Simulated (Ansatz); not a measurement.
Consider the ligand exchange at a B–F bond: `OB(F)Br` + `O[SiH3]` → `OB(Br)O[SiH3]` + H–F.

Gas-phase electronic energies from Ansatz, PBE0-D4/def2-TZVP geometries. CBS: MP2 limit from def2 TZ/QZ plus the TZ coupled-cluster correction, frozen cores. This one scheme is used for every species. DFT in def2-TZVPP. For Br outer-core shells are correlated without core-valence functions, which leaves a few kJ/mol of doubt a bond. Scalar relativity is left out up to krypton. One conformer a species, not always the lowest.

| level | ΔE (eV) |
| --- | --- |
| B97M-V | 0.13 |
| PBE0-D4 | 0.05 |
| BHLYP-D4 | 0.03 |
| B2PLYP | 0.10 |
| BHLYP | 0.13 |
| MP2/def2-SVP | 0.07 |
| CCSD(T)/def2-SVP | 0.08 |
| HF/def2-TZVPP | 0.15 |

(1) What does CCSD(T)/CBS give? (Best estimate.)

Largest T1 diagnostic among the species: 0.011.

## Answers

(1) The calculation gave: -0.01 eV. The listed levels differ from it by 0.14, 0.06, 0.04, 0.11, 0.14, 0.08, 0.09, 0.16 eV.

Leaving LDA and LC-ωPBE aside and taking each functional with its dispersion term where it has one, the values spread over 0.10 eV, from BHLYP-D4 to B97M-V. LDA lies −0.07 eV from PBE without D4. From BLYP to BHLYP (50 % exact exchange), in def2-TZVPP and without D4, ΔE moves by −0.06 eV. The D4 term adds −0.11 eV with B3LYP and −0.06 eV with PBE0; it sums over pairs of atoms, weighted by their polarisabilities, and B3LYP, whose exchange is more repulsive, gets the larger term.

B3LYP here is the variant with VWN-RPA as its local correlation; programs differ in this.
